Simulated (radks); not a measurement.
Question: The mean radii <r> (bohr) of the occupied orbitals of an atom or ion are listed with their occupations. All-electron calculation, non-relativistic Kohn-Sham, PBEsol, spin-polarised, spherical densities, point nucleus. Program: a radial shooting solver on a logarithmic mesh with Libxc functionals.

| orbital | occ. | <r> |
|---|---|---|
| 1s | 2 | 0.3273 |

Name the element and its charge. Open shells, if any, are filled with parallel spins first.

Answer: Z = 5, boron, charge +3: B3+ in [He]. The 1s radius gives Z: for a bare nucleus <r> = 1.5/Z, 0.3 bohr for Z = 5, and screening makes it slightly larger (0.3273 here). The occupations add up to 2, and the charge is Z minus that.
